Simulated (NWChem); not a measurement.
**Atomisation of C₂HCl₂**

```
C
C 1 1.3288
H 1 1.1007 2 121.76
Cl 2 1.6683 1 137.24 3 180.00
Cl 1 1.7559 3 114.27 2 180.00
```
Charge 0, spin multiplicity 2.

All runs are NWChem calculations. The geometry was optimised at UPBE/def2-SVP, a minimum by its harmonic frequencies.

Basis set: def2-TZVP. The atomisation energy is electronic alone: no zero-point, thermal, spin-orbit or counterpoise terms. No value is extrapolated to the basis-set limit. Free atoms are single determinants with multiplicities Cl 2, C 3, H 2.

B3LYP has NWChem's definition, with VWN1-RPA local correlation. The structure started from a generated list of species. The unpaired electrons of the parent sit in orbitals of symmetry a' (Cs labels of the run); other states weren't searched. No SCF solution was tested for a lower state.

**Question.** Order these methods by the atomisation energy they give, lowest first: LC-wPBE (omega 0.3 per bohr), B3LYP, PBE, M06-2X, BP86.

**Answer.** B3LYP (400.2 kcal/mol), M06-2X (406.9 kcal/mol), LC-wPBE (omega 0.3 per bohr) (415.6 kcal/mol), BP86 (426.5 kcal/mol), PBE (431.4 kcal/mol)
